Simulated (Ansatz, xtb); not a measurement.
**Loss of H2: C2H5Br → C2H3Br + H2**

Species: C2H5Br (bromoethane) `CCBr`, singlet; C2H3Br (vinyl bromide) `C=CBr`, singlet; H2 (hydrogen), singlet. 

Shapes, held fixed at every level: PBE0-D4/def2-TZVP. Programs: Ansatz 0.2.0, xtb 6.7.1. The zero-point and thermal change to 298 K, harmonic and unscaled (PBE0-D4/def2-TZVP), is -28.9 kJ/mol.

| level | kind | ΔH(298 K) (kJ/mol) | less CCSD(T)/def2-TZVPP | CPU time (sum over the molecules) |
| --- | --- | --- | --- | --- |
| GFN0-xTB | semi-empirical | -24.3 | -163.2 | 0.13 s |
| HF/def2-TZVPP | Hartree–Fock | +143.6 | +4.7 | – |
| r2SCAN-D4/def2-TZVPP | meta-GGA | +143.5 | +4.6 | 19 s |
| B3LYP-D4/def2-TZVPP | global hybrid | +133.9 | -5.0 | 14 s |
| wB97M-V/def2-TZVPP | range-separated hybrid | +143.9 | +5.0 | 40 s |
| B2PLYP/def2-TZVPP | double hybrid | +135.9 | -3.0 | 18 s |
| CCSD/def2-TZVPP | coupled cluster or CI | +143.6 | +4.7 | – |
| CCSD(T)/def2-TZVPP | coupled cluster or CI | +138.9 | 0.0 | 1.9 min |

The highest level, CCSD(T)/def2-TZVPP, gives ΔH(298 K) = +138.9 kJ/mol; the levels span -24.3 to +143.9. They disagree on the sign: 7 of 8 are positive. GFN0-xTB strays far from the other rows. The column of differences is taken from that level and isn't an error. No measured value is set beside it here. Relativity is left out for Br. Outer-core shells of Br are correlated in most correlated rows, in sets that cover them unevenly. Times are processor times on shared x86 and Arm servers, and rough.
